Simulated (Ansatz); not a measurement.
Ansatz results at the PBE0-D4/def2-TZVP geometry: LUMO energy (ωB97M-V/def2-TZVPP) 1.08 eV; HOMO energy (ωB97M-V/def2-TZVPP) -9.18 eV; HOMO energy (PBE/def2-TZVPP) -5.83 eV.

Each molecule was computed in one conformer, which needn't be the lowest.

Which molecule gave them?
A. `N[SiH2]SS`
B. `OB(O)[O][Zn][F]`
C. `CC(F)[BH][AlH2]`
D. `C/C=N\[SiH2]Cl`

A. The others give `CC(F)[BH][AlH2]`: -0.12, -9.00, -5.71; `C/C=N\[SiH2]Cl`: 1.24, -9.56, -5.92; `OB(O)[O][Zn][F]`: 0.45, -11.45, -7.38.
